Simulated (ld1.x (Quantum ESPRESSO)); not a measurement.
**Which change was made? (Ti, TM)**

ld1.x (Quantum ESPRESSO) 7.5 input, shortened:

```
&input
   title='Ti', zed=22., rel=1, dft='PZ', iswitch=3,
   config='[Ar] 3d2.5 4s1.5 4p0 4f-2'
 /
 &inputp
   pseudotype=2, tm=.true., lloc=1,
   nlcc=.false.
 /
4
3S  1  0   2.00   0.00  1.50  1.50  0.0
3D  3  2   2.50   0.00  2.15  2.15  0.0
4F  4  3  -2.00  -0.05  1.85  1.85  0.0
3P  2  1   6.00   0.00  1.65  1.65  0.0
 &test
   configts(1)='3s2 3p6 3d2.5 4s1.5 4p0'
 /
```

Occupied shells without a wave of their own: 4s. They enter only through the test configuration that unscreens the potential.

Cutoffs, loose and tight: the cutoffs (Ry, on a coarse ladder) from which the occupation-weighted sum of valence levels, in a spherical-Bessel basis at the reference potential, stays within 10 and 1 mRy of its value at 400 Ry. They do not see the model core or the augmentation charge, which bear on the density cutoff. Test errors are all-electron minus pseudo excitation energies from the reference, over the configurations 3s2 3p6 3d2 4s2 4p0; 3s2 3p6 3d2 4s1 4p0; 3s2 3p6 3d2 4s0 4p0; 3s2 3p6 3d1 4s0 4p0; 3s2 3p6 3d3 4s0 4p0; 3s2 3p6 3d1 4s2 4p1; 3s2 3p6 3d1 4s2 4p0 (two spin-polarised tests are not counted in the largest error); variants that change the core or the reference have their own tests.

The base gives: outcome: generated, misses its reference levels by 0.19 eV; cutoff, loose: 50 Ry; cutoff, tight: 80 Ry; bound ghosts: none; largest test error (meV): -748.

Question: After one change the result is: outcome: generated, misses its reference levels by 0.19 eV; cutoff, loose: 45 Ry; cutoff, tight: 80 Ry; bound ghosts: none; largest test error (meV): +828. Which change was it?
A. wave 3d (bound): rc 2.15 bohr becomes 3d (bound): rc 3.08 bohr
B. wave 3d (bound): rc 2.15 bohr becomes 3d (bound): rc 1.36 bohr
C. wave 3d (bound): rc 2.15 bohr becomes 3d (bound): rc 2.78 bohr

Answer: A. The others give: wave 3d (bound): rc 2.15 bohr becomes 3d (bound): rc 2.78 bohr → outcome: generated, misses its reference levels by 0.19 eV; cutoff, loose: 45 Ry; cutoff, tight: 80 Ry; bound ghosts: none; largest test error (meV): +660 | wave 3d (bound): rc 2.15 bohr becomes 3d (bound): rc 1.36 bohr → outcome: generated, misses its reference levels by 0.19 eV; cutoff, loose: 90 Ry; cutoff, tight: 110 Ry; bound ghosts: none; largest test error (meV): -873.
